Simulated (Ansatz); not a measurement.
Calculated with Ansatz (gas phase, PBE0-D4/def2-TZVP geometries, no zero-point term in ΔE). CCSD(T)/CBS adds triple-zeta CCSD(T) − MP2 to the extrapolated MP2 energy (def2 sets, frozen cores). One conformer a species, not always the lowest.

Reaction (isomerisation): `NCC[CH2][AlH2]` → `CN(C)[CH2][AlH2]`

```csv
level,ΔE (kJ/mol)
HF/def2-TZVPP,49.4
SCS-MP2/def2-QZVPP,52.1
```

Q: What does CCSD(T)/CBS give? (Estimate.)

A: Computed: +54.7 kJ/mol. The listed levels differ from it by -5.3, -2.6 kJ/mol.

Largest T1 diagnostic among the species: 0.010.

In def2-TZVPP, CCSD(T) changes the Hartree–Fock value by +3.1 kJ/mol (the triples alone add −0.4 kJ/mol) and MP2 by +3.9 kJ/mol.
